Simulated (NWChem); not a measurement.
System: C3H3ClF2; SMILES C/C(=C(\F)Cl)F

NWChem input:

```
start job
memory heap 200 mb stack 900 mb global 1100 mb
geometry units angstroms noautosym nocenter noautoz
  C     -0.485656    -2.229245     0.000000
  C      0.203898    -0.918768     0.000000
  F      1.535232    -0.975732     0.000000
  C     -0.388361     0.280400     0.000000
  F     -1.708486     0.394684     0.000000
  Cl     0.449251     1.767928     0.000000
  H     -0.195777    -2.812584     0.888724
  H     -0.195777    -2.812584    -0.888724
  H     -1.574137    -2.097798     0.000000
end
basis spherical
  * library 6-31g*
end
dft
  xc m05-2x
  iterations 150
end
cosmo
  do_cosmo_smd true
  solvent dioxane
end
task dft energy
```

The geometry was optimised at PBE0/def2-SVP. Solvent: 1,4-dioxane.

Level: M05-2X/6-31G* with SMD (1 M gas to 1 M solution), gas-phase geometry.

Predict the main results of this run. (M05-2X/6-31G* (spherical d), SMD on the gas-phase geometry.) Quantities: solvation free energy (kcal/mol); cavity-dispersion-structure term (kcal/mol); dipole in solution (D).

solvation free energy (kcal/mol): -0.9
cavity-dispersion-structure term (kcal/mol): 0.5
dipole in solution (D): 2.15
